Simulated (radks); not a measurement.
Values are calculated unless marked as measured or tabulated.
Task: Neutral silver, [Kr] 4d10 5s1. Level of theory: non-relativistic Kohn-Sham, exchange-only LDA, spin-polarised, spherical densities, point nucleus (a radial shooting solver on a logarithmic mesh with Libxc functionals). Every spin shell is full or empty, so the densities are truly spherical. Functionals are evaluated on that one density, not self-consistently. Rank these orbital-free kinetic functionals by their error against the exact value of the orbitals, and give that value: Thomas-Fermi, von Weizsacker, revAPBEK, Thakkar, Pearson, LKT, DePristo-Kress, Ernzerhof.

Result: Exact: 5190.58 hartree. From best to worst, with 100 (|E| - |E exact|)/|E exact| (equal figures are ties): DePristo-Kress -0.09, revAPBEK +0.31, Ernzerhof -0.40, Thakkar -0.55, Pearson -0.94, Thomas-Fermi -5.39, LKT +19.61, von Weizsacker -57.63.
